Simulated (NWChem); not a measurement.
System: CH$_{5}$FOSi; SMILES CO[SiH2]F

The following NWChem deck was run.

```
start job
memory heap 200 mb stack 900 mb global 1100 mb
geometry units angstroms noautosym nocenter noautoz
  Si    -0.511511     0.649661    -0.040011
  F      0.803593     1.583761    -0.002205
  O     -0.207182    -0.848160     0.561851
  C      0.531743    -1.848786    -0.130019
  H     -0.927037     0.552115    -1.463819
  H     -1.538142     1.249014     0.836080
  H      1.607694    -1.718728     0.035714
  H      0.230821    -2.825014     0.260344
  H      0.333399    -1.826191    -1.210574
end
basis spherical
  * library 6-31g*
end
dft
  xc m05-2x
  iterations 150
end
cosmo
  do_cosmo_smd true
  solvent thf
end
task dft energy
```

Excerpt of the output:

```
             Northwest Computational Chemistry Package (NWChem) 7.3.0
             --------------------------------------------------------

                             Geometry "geometry" -> ""
                             -------------------------

 Output coordinates in angstroms (scale by  1.889725989 to convert to a.u.)

  No.       Tag          Charge          X              Y              Z
 ---- ---------------- ---------- -------------- -------------- --------------
    1 Si                  14.0000    -0.51151100     0.64966100    -0.04001100
    2 F                    9.0000     0.80359300     1.58376100    -0.00220500
    3 O                    8.0000    -0.20718200    -0.84816000     0.56185100
    4 C                    6.0000     0.53174300    -1.84878600    -0.13001900
    5 H                    1.0000    -0.92703700     0.55211500    -1.46381900
    6 H                    1.0000    -1.53814200     1.24901400     0.83608000
    7 H                    1.0000     1.60769400    -1.71872800     0.03571400
    8 H                    1.0000     0.23082100    -2.82501400     0.26034400
    9 H                    1.0000     0.33339900    -1.82619100    -1.21057400

 Effective nuclear repulsion energy (a.u.)     180.6222774448

                                 NWChem DFT Module
                                 -----------------

 Summary of "ao basis" -> "ao basis" (spherical)
 ------------------------------------------------------------------------------
       Tag                 Description            Shells   Functions and Types
 ---------------- ------------------------------  ------  ---------------------
 Si                          6-31g*                  8       18   4s3p1d
 F                           6-31g*                  6       14   3s2p1d
 O                           6-31g*                  6       14   3s2p1d
 C                           6-31g*                  6       14   3s2p1d
 H                           6-31g*                  2        2   2s

 in cosmo_initialize ...
 calling solv_data for solv:thf

 solvent parameters
 solvname_short: thf
 solvname_long:  tetrahydrofuran
 dielec:        7.4257
 dielecinf:     1.9740
 nonaqueous SMD model solvent descriptors
 dielec:        7.4257
 sola:          0.0000
 solb:          0.4800
 solc:          0.0000
 solg:         39.4400
 solh:          0.0000
 soln:          1.4050

          ---------------
          -cosmo- solvent
          ---------------
 Cosmo: York-Karplus, doi: 10.1021/jp992097l
 dielectric constant -eps-     =   7.43
 screen = (eps-1)/(eps    )    =   0.86533
 surface charge correction     = lagrangian

   van der Waals surface
 --------------------------

 ---------- ATOMIC COORDINATES (A.U.) ------------ VDWR(ANG.) --
     1   -0.96661563    1.22768128   -0.07560983     2.470
     2    1.51857058    2.99287432   -0.00416685     1.730
     3   -0.39151721   -1.60278999    1.06174444     2.294
     4    1.00484857   -3.49369895   -0.24570028     1.850
     5   -1.75184591    1.04334606   -2.76621681     1.200
     6   -2.90666691    2.36029422    1.57996210     1.200
     7    3.03810113   -3.24792497    0.06748967     1.200
     8    0.43618844   -5.33850237    0.49197882     1.200
     9    0.63003275   -3.45100059   -2.28765315     1.200
 number of segments per atom =        128
 number of   points per atom =        128
 atom (   nspa,  nppa )
 ----------------------
    1 (     75,     0 )       0
    2 (     65,     0 )       0
    3 (     58,     0 )       0
    4 (     38,     0 )       0
    5 (     31,     0 )       0
    6 (     33,     0 )       0
    7 (     49,     0 )       0
    8 (     50,     0 )       0
    9 (     48,     0 )       0
 number of -cosmo- surface points =      447
 molecular surface =    113.943 angstrom**2
 molecular volume  =    103.742 angstrom**3
 -lineq- algorithm             =   0
 -bem- low  level              =   3
 -bem- from -octahedral-
 gaussian surface charge width =   4.50000
 degree of switching           =   1.00000
 switching function tolerance  =   0.00010
 atomic radii =
 --------------
    1 14.000  2.470
    2  9.000  1.730
    3  8.000  2.294
    4  6.000  1.850
    5  1.000  1.200
    6  1.000  1.200
    7  1.000  1.200
    8  1.000  1.200
    9  1.000  1.200
 ...... end of -cosmo- initialization ......

 nat:                     9
 ixmem:                  4523
 calling mnsol_interface()
 G(SMD-CDS) energy (kcal/mol)  =     0.303
 SMD-CDS SASA (angstrom**2)    =   132.383

            General Information
            -------------------
          SCF calculation type: DFT
          Wavefunction type:  closed shell.
          No. of atoms     :     9
          No. of electrons :    42
           Alpha electrons :    21
            Beta electrons :    21
          Charge           :     0
          Spin multiplicity:     1
          Use of symmetry is: off; symmetry adaption is: off
          Maximum number of iterations: 150
          AO basis - number of functions:    70
                     number of shells:    36
          Convergence on energy requested:  1.00D-06
          Convergence on density requested:  1.00D-05
          Convergence on gradient requested:  5.00D-04

              XC Information
              --------------
                       M05-2X Method XC Functional
                     Hartree-Fock (Exact) Exchange  0.560
                M05-2X metaGGA Exchange Functional  0.440
                      M05-2X Correlation Potential  1.000

             Grid Information
             ----------------
          Grid used for XC integration:  medium
          Radial quadrature: Mura-Knowles
          Angular quadrature: Lebedev.
          Tag              B.-S. Rad. Rad. Pts. Rad. Cut. Ang. Pts.
          ---              ---------- --------- --------- ---------
          Si                  1.10       88          10.0       590
          F                   0.50       49          11.0       434
          O                   0.60       49           8.0       434
          C                   0.70       49          10.0       434
          H                   0.35       45          11.0       434
          Grid pruning is: on
          Number of quadrature shells:   460
          Spatial weights used:  Erf1

      Superposition of Atomic Density Guess
      -------------------------------------

 Sum of atomic energies:        -503.09540862

      Non-variational initial energy
      ------------------------------

 Total energy =    -504.469069
 1-e energy   =   -1054.879394
 2-e energy   =     369.788047
 HOMO         =      -0.387802
 LUMO         =       0.077877

   convergence    iter        energy       DeltaE   RMS-Dens  Diis-err
 ---------------- ----- ----------------- --------- --------- ---------
     COSMO gas phase
 d= 0,ls=0.0,diis     1   -505.6186725025 -6.86D+02  1.33D-02  7.02D-01
 d= 0,ls=0.0,diis     2   -505.6324965236 -1.38D-02  5.74D-03  7.70D-01
 d= 0,ls=0.0,diis     3   -505.6967564987 -6.43D-02  8.98D-04  7.89D-03
 d= 0,ls=0.0,diis     4   -505.6974085911 -6.52D-04  3.06D-04  1.11D-03
 d= 0,ls=0.0,diis     5   -505.6975123262 -1.04D-04  9.19D-05  1.46D-04
  Resetting Diis
 d= 0,ls=0.0,diis     6   -505.6975252234 -1.29D-05  2.58D-05  6.46D-06
 d= 0,ls=0.0,diis     7   -505.6975258702 -6.47D-07  1.08D-05  5.64D-07
 d= 0,ls=0.0,diis     8   -505.6975258973 -2.71D-08  4.52D-06  4.26D-07

   convergence    iter        energy       DeltaE   RMS-Dens  Diis-err
 ---------------- ----- ----------------- --------- --------- ---------
     COSMO solvation phase
 d= 0,ls=0.0,diis     1   -505.7007962139 -3.27D-03  8.81D-04  1.15D-03
 d= 0,ls=0.0,diis     2   -505.7010935487 -2.97D-04  1.94D-04  3.00D-04
 d= 0,ls=0.0,diis     3   -505.7011148681 -2.13D-05  9.94D-05  1.08D-04
 d= 0,ls=0.0,diis     4   -505.7011253058 -1.04D-05  2.55D-05  2.27D-06
 d= 0,ls=0.0,diis     5   -505.7011256154 -3.10D-07  7.70D-06  6.20D-07

         Total DFT energy =     -505.701125615383
      One electron energy =    -1058.044332956604
           Coulomb energy =      419.031725955739
    Exchange-Corr. energy =      -47.349396991973
 Nuclear repulsion energy =      180.622277444814

             COSMO energy =        0.038600932640

 Numeric. integr. density =       41.999996691771

                                COSMO-SMD solvation results
                                ---------------------------

             internal energy in gas <Psi(g)|H|Psi(g)> =      -505.697525897312
         internal energy in solvent <Psi(s)|H|Psi(s)> =      -505.697157588603
                               delta internal energy  =         0.000368308709 (    0.23 kcal/mol)
   total free energy in solvent <Psi(s)|H+V/2|Psi(s)> =      -505.701607679940
 polarization energy contribution <Psi(s)|V/2|Psi(s)> =        -0.004450091337 (   -2.79 kcal/mol)
    total free energy in solvent including G(SMD-CDS) =      -505.701125615383
                       G(SMD-CDS) energy contribution =         0.000482064557 (    0.30 kcal/mol)
     1 M fixed-concentration free energy of solvation =        -0.003599718071 (   -2.26 kcal/mol)

                       DFT Final Molecular Orbital Analysis
                       ------------------------------------

 Vector   19  Occ=2.000000D+00  E=-4.098383D-01
              MO Center= -4.6D-01, -9.9D-02,  9.5D-02, r^2= 3.9D+00
   Bfn.  Coefficient  Atom+Function         Bfn.  Coefficient  Atom+Function
  ----- ------------  ---------------      ----- ------------  ---------------
    64      0.255151  6 H  s                  9      0.226388  1 Si pz
    37      0.207103  3 O  pz                63      0.205337  6 H  s
     8      0.193957  1 Si py                51     -0.185940  4 C  pz
    62     -0.166380  5 H  s                 36     -0.160401  3 O  py
    41      0.151728  3 O  pz                23     -0.145372  2 F  pz

 Vector   20  Occ=2.000000D+00  E=-3.825872D-01
              MO Center= -2.8D-01, -5.4D-01,  9.8D-02, r^2= 3.2D+00
   Bfn.  Coefficient  Atom+Function         Bfn.  Coefficient  Atom+Function
  ----- ------------  ---------------      ----- ------------  ---------------
    37     -0.273833  3 O  pz                35      0.264311  3 O  px
     9      0.222438  1 Si pz                39      0.209862  3 O  px
    62     -0.210005  5 H  s                 41     -0.201491  3 O  pz
    36      0.199516  3 O  py                64      0.192018  6 H  s
    61     -0.157011  5 H  s                 49     -0.155007  4 C  px

 Vector   21  Occ=2.000000D+00  E=-3.707087D-01
              MO Center=  2.0D-02, -8.6D-01,  1.2D-01, r^2= 2.3D+00
   Bfn.  Coefficient  Atom+Function         Bfn.  Coefficient  Atom+Function
  ----- ------------  ---------------      ----- ------------  ---------------
    35      0.378090  3 O  px                37      0.321656  3 O  pz
    39      0.298833  3 O  px                41      0.254246  3 O  pz
    62      0.197084  5 H  s                 49     -0.167481  4 C  px
    66     -0.165713  7 H  s                 65     -0.160497  7 H  s
    70      0.155780  9 H  s                 51     -0.128308  4 C  pz

 Vector   22  Occ=0.000000D+00  E= 8.773255D-02
              MO Center= -7.3D-01,  7.6D-01, -1.4D-01, r^2= 4.2D+00
   Bfn.  Coefficient  Atom+Function         Bfn.  Coefficient  Atom+Function
  ----- ------------  ---------------      ----- ------------  ---------------
    12      0.935514  1 Si py                11      0.530628  1 Si px
    24     -0.452684  2 F  s                 38      0.415637  3 O  s
     8      0.245007  1 Si py                39     -0.184382  3 O  px
     7      0.150343  1 Si px                52      0.144811  4 C  s
    55     -0.142266  4 C  pz                25      0.130602  2 F  px

 Vector   23  Occ=0.000000D+00  E= 9.534351D-02
              MO Center= -3.4D-02,  2.9D-01,  3.8D-02, r^2= 4.5D+00
   Bfn.  Coefficient  Atom+Function         Bfn.  Coefficient  Atom+Function
  ----- ------------  ---------------      ----- ------------  ---------------
    11      0.861258  1 Si px                38     -0.617873  3 O  s
    12     -0.507207  1 Si py                52     -0.461883  4 C  s
    13      0.337484  1 Si pz                64      0.288224  6 H  s
    10      0.283798  1 Si s                 24     -0.275377  2 F  s
    66      0.227621  7 H  s                 62      0.221132  5 H  s

 Vector   24  Occ=0.000000D+00  E= 1.607364D-01
              MO Center=  4.6D-02, -5.1D-01, -8.3D-02, r^2= 6.0D+00
   Bfn.  Coefficient  Atom+Function         Bfn.  Coefficient  Atom+Function
  ----- ------------  ---------------      ----- ------------  ---------------
    52      1.454852  4 C  s                 13      1.120077  1 Si pz
    64     -0.834645  6 H  s                 68     -0.743485  8 H  s
    70     -0.682565  9 H  s                 62      0.631160  5 H  s
    38     -0.385805  3 O  s                 66     -0.360760  7 H  s
     6      0.312010  1 Si s                 12      0.262884  1 Si py

     Multipole analysis of the density
     ---------------------------------

     L   x y z        total         alpha         beta         nuclear
     -   - - -        -----         -----         ----         -------
     0   0 0 0     -0.000000    -21.000000    -21.000000     42.000000

     1   1 0 0     -0.126309     -1.301794     -1.301794      2.477280
     1   0 1 0     -0.614673     -1.159889     -1.159889      1.705105
     1   0 0 1     -0.497998     -1.753637     -1.753637      3.009275

     2   2 0 0    -22.803905    -42.629401    -42.629401     62.454897
     2   1 1 0     -2.716049      6.048040      6.048040    -14.812128
     2   1 0 1      0.211335      2.410031      2.410031     -4.608728
     2   0 2 0    -21.839595   -137.480377   -137.480377    253.121158
     2   0 1 1      0.997522      2.490401      2.490401     -3.983279
     2   0 0 2    -23.481394    -24.285199    -24.285199     25.089004
```

Level: M05-2X/6-31G* (spherical d), SMD on the gas-phase geometry. All runs use the structure optimised with B3LYP/6-31G* (spherical d). Solvent: tetrahydrofuran.
